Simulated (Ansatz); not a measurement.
`FC(F)CBr` → `FCBr` + `[CH]F` at 700 K and 1 bar (formal loss of a carbene).

Gas-phase electronic energies from Ansatz, PBE0-D4/def2-TZVP geometries. CBS: MP2 limit from def2 TZ/QZ plus the TZ coupled-cluster correction, frozen cores. This one scheme is used for every species. For Br outer-core shells are correlated without core-valence functions, which leaves a few kJ/mol of doubt a bond. Scalar relativity is left out up to krypton. Each species was taken in one conformer, which may not be the lowest.

| species | CCSD(T)/CBS energy (Eh) | H − E (kJ/mol) | S (J/(mol·K)) |
| --- | --- | --- | --- |
| `FC(F)CBr` | -2850.80969 | 194.3 | 411.3 |
| `FCBr` | -2712.35054 | 117.1 | 328.1 |
| `[CH]F` | -138.29972 | 58.3 | 255.7 |

H − E and S are ideal-gas, rigid-rotor, harmonic terms from PBE0-D4/def2-TZVP, for one conformer and one mirror image of each species. 1 Eh = 2625.50 kJ/mol, R = 8.31446 J/(mol·K).

By hand: ΔE, ΔH, ΔS and ΔG.

ΔE = (-2712.35054) + (-138.29972) − (-2850.80969) = 0.15943 Eh = 418.6 kJ/mol. Δ(H − E) = 117.1 + 58.3 − 194.3 = -18.9, so ΔH = 399.7 kJ/mol. ΔS = 328.1 + 255.7 − 411.3 = 172.5 J/(mol·K). ΔG = 399.7 − 700 × (172.5)/1000 = 278.9 kJ/mol.

By hand: the equilibrium constant, and the temperature at which ΔG would vanish if ΔH and ΔS stayed fixed.

log₁₀ K = −ΔG/(RT ln 10) = -20.8. ΔG = 0 at ΔH/ΔS = 2317 K.

The number of gas molecules changes by +1, which sets the sign of ΔS. A doubt of 5 kJ/mol in ΔE shifts log₁₀ K by 0.4 here. Other conformers and mirror images would add mixing entropy, several J/(mol·K) or more a flexible species. These are equilibria of isolated gas molecules and say nothing of rates. Largest T1 diagnostic: 0.018 (customary marks: 0.02 for closed shells, 0.045 for open ones).
